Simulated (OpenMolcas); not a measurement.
Computed levels of 2s2 2p in ions with 5 electrons, in cm-1 above 2P* 1/2.

* Program: OpenMolcas 26.06
* Method: SS-CASPT2, IPEA 0.25 Eh, imaginary shift 0.1 Eh
* Basis: ANO-RCC-VQZP
* Scalar Hamiltonian: DKH2, point nucleus
* Spin-orbit coupling: RASSI with atomic mean-field integrals over the reference wave functions, term energies averaged over their components

Active space for each ion: 1 electron in 3 orbitals (2p); closed shells correlated by CASPT2: 1s 2s.

```json
{"Level": "2P* 3/2", "B": "14.7", "C+": "63.3", "O3+": "388", "F4+": "751", "Ne5+": "1307"}
```

Q: Estimate 2P* 3/2 for N2+ from its neighbours C+ and O3+.

A: 2P* 3/2 is fine structure, which grows about as the fourth power of a screened charge, so the fourth roots are averaged: ((63.3^0.25 + 388^0.25) / 2)^4 = 174. The calculation gives 175, so the estimate is off by -0.6 %; the measured value is 174 (Moore, Selected Tables of Atomic Spectra, NSRDS-NBS 3, section 5).

With one active electron, CASPT2 adds the correlation within the correlated inactive shells and between them and that electron, and leaves the splitting within a term as the reference gives it. Computed and measured levels are paired by configuration, term and J; levels that our copy of the source lacks, or whose pairing is in doubt (as where it misses far off the trend of its configuration), stay unpaired and out of the deviations. Levels of configurations outside the active space are missing.

* marks odd parity.
